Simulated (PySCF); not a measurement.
Species: C₃H₇FSi.
SMILES with atom numbers: `[CH3:1]/[C:2]([SiH3:3])=[CH:4]/[F:5]` (hydrogens: H6, H7, H8 on C1; H9, H10, H11 on Si3; H12 on C4)

The same species was optimised twice, with GFN2-xTB and with PBE0-D3(BJ)/def2-SVP (PySCF), and the same property calculations (PySCF, gas phase) were run on both structures.

```
     coordinate  GFN2-xTB  PBE0-D3(BJ)/def2-SVP  change
    Si3–H11 (Å)     1.461                 1.493  +0.032
    Si3–H10 (Å)     1.464                 1.495  +0.031
     Si3–H9 (Å)     1.465                 1.495  +0.030
      C4–F5 (Å)     1.351                 1.336  -0.015
      C1–H6 (Å)     1.089                 1.102  +0.013
     C4–H12 (Å)     1.083                 1.096  +0.013
      C1–H7 (Å)     1.089                 1.102  +0.013
      C1–H8 (Å)     1.089                 1.101  +0.012
     C2–Si3 (Å)     1.896                 1.884  -0.012
      C2=C4 (Å)     1.321                 1.333  +0.012
      C1–C2 (Å)     1.496                 1.502  +0.006
 C2–Si3–H10 (°)     108.7                 111.1    +2.4
H10–Si3–H11 (°)     111.0                 108.7    -2.3
  Si3–C2–C4 (°)     120.5                 118.5    -2.0
 C2–Si3–H11 (°)     109.5                 111.5    +2.0
 H9–Si3–H10 (°)     110.1                 108.5    -1.6
 H9–Si3–H11 (°)     110.4                 109.0    -1.4
  C1–C2–Si3 (°)     119.6                 120.9    +1.3
   C2–C1–H7 (°)     109.9                 111.2    +1.3
```

Rotational constants: A = 4345, B = 3404, C = 1975 MHz (GFN2-xTB) against A = 4281, B = 3463, C = 1982 MHz (PBE0-D3(BJ)/def2-SVP).

On the GFN2-xTB structure: HOMO (eV) -7.31 [PBE0/pcSseg-1]; LUMO (eV) -0.04 [PBE0/pcSseg-1]; dipole (D) 1.72 [PBE0/pcSseg-1]; GIAO shielding of C1 (ppm) 168.1 [PBE0/pcSseg-1]; GIAO shielding of C2 (ppm) 73.8 [PBE0/pcSseg-1]; GIAO shielding of Si3 (ppm) 430.1 [PBE0/pcSseg-1]; GIAO shielding of C4 (ppm) 22.4 [PBE0/pcSseg-1]; GIAO shielding of F5 (ppm) 273.6 [PBE0/pcSseg-1].

Task: What do these properties become on the PBE0-D3(BJ)/def2-SVP structure?

Result: 
```
                                    property          level  on GFN2-xTB  on PBE0-D3(BJ)/def2-SVP  change
                                   HOMO (eV)  PBE0/pcSseg-1        -7.31                    -7.35   -0.04
                                   LUMO (eV)  PBE0/pcSseg-1        -0.04                    -0.21   -0.17
                                  dipole (D)  PBE0/pcSseg-1         1.72                     1.81   +0.09
energy, GFN2-xTB geometry as zero (kcal/mol)  PBE0/pcSseg-1          0.0                     -0.8    -0.8
                  GIAO shielding of C1 (ppm)  PBE0/pcSseg-1        168.1                    166.6    -1.5
                  GIAO shielding of C2 (ppm)  PBE0/pcSseg-1         73.8                     73.6    -0.2
                 GIAO shielding of Si3 (ppm)  PBE0/pcSseg-1        430.1                    428.8    -1.3
                  GIAO shielding of C4 (ppm)  PBE0/pcSseg-1         22.4                     20.1    -2.3
                  GIAO shielding of F5 (ppm)  PBE0/pcSseg-1        273.6                    272.3    -1.3
```

The heavy atoms differ by 0.020 Å rms after alignment. Among all bonds Si3–H10 and Si3–H11 change most and about equally (+0.031 to +0.032 Å). Changes are differences of the printed values. Neither structure is proved a minimum here.
